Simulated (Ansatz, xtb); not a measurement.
## Two isomers of C5H7N2O2+

We compare X, `C[n+]1c[nH]cc1C(=O)O`, a singlet, with Y, `C[n+]1cc[nH]c1C(=O)O`, a singlet. Both are isolated ions in the gas phase, relaxed with r2SCAN-D4/def2-SVP; the shapes shown needn't be the lowest conformers.

X (Å):

| atom | x (Å) | y (Å) | z (Å) |
| --- | --- | --- | --- |
| C | -1.3626 | 1.2540 | -0.4696 |
| C | 0.8818 | 1.3502 | 0.5690 |
| C | 1.8646 | -0.4534 | -0.2617 |
| C | 0.5881 | -0.3876 | -0.7687 |
| C | 0.0112 | -1.3817 | -1.7118 |
| N | -0.0043 | 0.7533 | -0.2305 |
| N | 2.0151 | 0.6310 | 0.5586 |
| O | 0.6509 | -2.3263 | -2.0875 |
| O | -1.2459 | -1.0885 | -2.0595 |
| H | -2.0910 | 0.4948 | -0.1610 |
| H | -1.4973 | 2.1704 | 0.1162 |
| H | -1.4917 | 1.4631 | -1.5383 |
| H | 0.7134 | 2.2659 | 1.1344 |
| H | 2.8543 | 0.8671 | 1.0865 |
| H | 2.6427 | -1.1933 | -0.4401 |
| H | -1.5569 | -1.7792 | -2.6757 |

Y (Å):

```xyz
16

C    -1.4016    1.2376   -0.4122
C     0.8605    1.2947    0.6961
C     2.0206    0.5587    0.6244
C     0.5478   -0.3104   -0.7920
C     0.0684   -1.2706   -1.8194
N    -0.0387    0.7424   -0.1868
N     1.7931   -0.4189   -0.2992
O     0.7963   -2.1457   -2.2093
O    -1.1805   -1.0257   -2.2008
H    -2.1259    0.4490   -0.1741
H    -1.5577    2.1013    0.2430
H    -1.5185    1.5353   -1.4614
H     0.6116    2.1622    1.3043
H     2.9646    0.6644    1.1549
H     2.4327   -1.1527   -0.6127
H    -1.4369   -1.6863   -2.8735
```

Quicker runs give these differences E(Y) − E(X): GFN2-xTB −0.056 eV; HF/STO-3G −0.012 eV (at GFN2-xTB geometries); r2SCAN-D4/def2-SVP//GFN2-xTB −0.060 eV.

Q: Estimate E(Y) − E(X) at the level CCSD(T)/def2-SVP + ΔMP2/def2-TZVPP.

A: Too close to call at this level: CCSD(T)/def2-SVP + ΔMP2/def2-TZVPP gives E(Y) − E(X) = −0.016 eV.

The same difference at several levels:

```csv
level,geometry,E(Y) − E(X) (eV),departure from the last row (eV),"job, with rough time for the two"
GFN2-xTB,GFN2-xTB,−0.056,−0.040,"optimisation, 0.1 s"
HF/STO-3G,GFN2-xTB,−0.012,+0.003,"single point, 0.44 s"
r2SCAN-D4/def2-SVP//GFN2-xTB,GFN2-xTB,−0.060,−0.044,"single point, 3.6 s"
r2SCAN-D4/def2-SVP,r2SCAN-D4/def2-SVP,−0.058,−0.042,"optimisation, 29 s"
HF/def2-SVP,r2SCAN-D4/def2-SVP,+0.092,+0.108,part of the CCSD(T) run
MP2/def2-SVP,r2SCAN-D4/def2-SVP,−0.074,−0.059,part of the CCSD(T) run
CCSD(T)/def2-SVP,r2SCAN-D4/def2-SVP,−0.002,+0.014,single point
CCSD(T)/def2-SVP + ΔMP2/def2-TZVPP,r2SCAN-D4/def2-SVP,−0.016,,"single point, 2.1 min"
```

As drawn, both hold the same kinds of bond in the same numbers.

The largest departure from CCSD(T)/def2-SVP + ΔMP2/def2-TZVPP is that of HF/def2-SVP, 0.108 eV. The last row adds to CCSD(T) the change of the MP2 difference between the two basis sets, here −0.014 eV.

With thermal terms from frequencies at re-optimised GFN2-xTB minima (ideal gas, soft modes damped towards free rotors, one conformer each, 298.15 K, 1 atm): on the last row, ΔE + ΔZPE = −0.020, ΔH = −0.017, ΔG = −0.029 eV.

The correlated steps freeze 9 core orbitals. Run with Ansatz 0.2.0, xtb 6.7.1; the last row on 4 threads of Arm Neoverse V2 on a shared host.
